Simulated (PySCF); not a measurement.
F2H3N2Nb, multiplicity 1. Atoms are numbered in the order given.

```xyz
8

Nb    -0.0381    -0.0244     0.0000
N      0.1931    -1.7461     0.0000
H      0.1960    -2.7612     0.0000
F     -0.9524     0.5305     1.5499
F     -0.9524     0.5305    -1.5499
N      1.7879     0.6636     0.0000
H      2.6504     0.1282     0.0000
H      1.9933     1.6620     0.0000
```

The structure is a stationary point at PBE0-D3(BJ)/def2-SVP. The multiplicity is an assumed one; other spin states were not compared. The def2 effective core potentials stand for the cores of Nb; spin–orbit coupling is left out. One conformer was computed; it need not be the lowest.

The numbers are results of PySCF with CAM-B3LYP/def2-TZVP, not measurements.

Atomic charges (e):

| atom | Mulliken | Löwdin |
|---|---|---|
| Nb1 | 1.84 | 0.84 |
| N2 | -0.76 | -0.37 |
| H3 | 0.23 | 0.15 |
| F4 | -0.49 | -0.28 |
| F5 | -0.49 | -0.28 |
| N6 | -0.85 | -0.38 |
| H7 | 0.26 | 0.16 |
| H8 | 0.25 | 0.16 |
